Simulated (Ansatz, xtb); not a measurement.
# Relative energy of two isomers of C4H8O2S

Structure X is `O=COCCCS`, a singlet and structure Y is `COC(=O)CSC`, a singlet. Both are isolated molecules in the gas phase, relaxed with B3LYP-D3(BJ)/def2-SVP; each stands in its lowest conformer found.

Task: Estimate E(Y) − E(X) at the level CCSD(T)/def2-SVP + ΔMP2/def2-TZVPP.

Result: Not settled: CCSD(T)/def2-SVP + ΔMP2/def2-TZVPP gives E(Y) − E(X) = −1.17 kcal/mol, but this leans on the basis-set step: CCSD(T) alone gives +1.63 kcal/mol.

Level by level:

| level | geometry | E(Y) − E(X) (kcal/mol) | departure from the last row (kcal/mol) | job, with rough time for the two |
| --- | --- | --- | --- | --- |
| GFN2-xTB | GFN2-xTB | −2.35 | −1.19 | optimisation, 0.18 s |
| HF/STO-3G | GFN2-xTB | −8.43 | −7.26 | single point, 0.4 s |
| r2SCAN-D4/def2-SVP | GFN2-xTB | −1.44 | −0.27 | single point, 4.5 s |
| B3LYP-D3(BJ)/def2-SVP | B3LYP-D3(BJ)/def2-SVP | −0.64 | +0.53 | optimisation, 67 s |
| HF/def2-SVP | B3LYP-D3(BJ)/def2-SVP | +0.55 | +1.72 | part of the CCSD(T) run |
| MP2/def2-SVP | B3LYP-D3(BJ)/def2-SVP | +1.43 | +2.60 | part of the CCSD(T) run |
| CCSD(T)/def2-SVP | B3LYP-D3(BJ)/def2-SVP | +1.63 | +2.79 | single point |
| CCSD(T)/def2-SVP + ΔMP2/def2-TZVPP | B3LYP-D3(BJ)/def2-SVP | −1.17 |  | single point, 86 s |

As drawn, Y has 1 C–S, 1 C–H in place of 1 C–C, 1 S–H.

HF/def2-SVP, MP2/def2-SVP, CCSD(T)/def2-SVP put the two in the other order. The largest departure from CCSD(T)/def2-SVP + ΔMP2/def2-TZVPP is that of HF/STO-3G, 7.26 kcal/mol. The last row adds to CCSD(T) the change of the MP2 difference between the two basis sets, here −2.79 kcal/mol.

With thermal terms from frequencies at re-optimised GFN2-xTB minima (ideal gas, soft modes damped towards free rotors, one conformer each, 298.15 K, 1 atm): the zero-point term adds +0.43 kcal/mol; ΔH is −0.27 and ΔG −1.33 kcal/mol.

The correlated steps freeze 11 core orbitals. Run with Ansatz 0.2.0, xtb 6.7.1; the last row on 4 threads of Arm Neoverse V1 on a shared host.
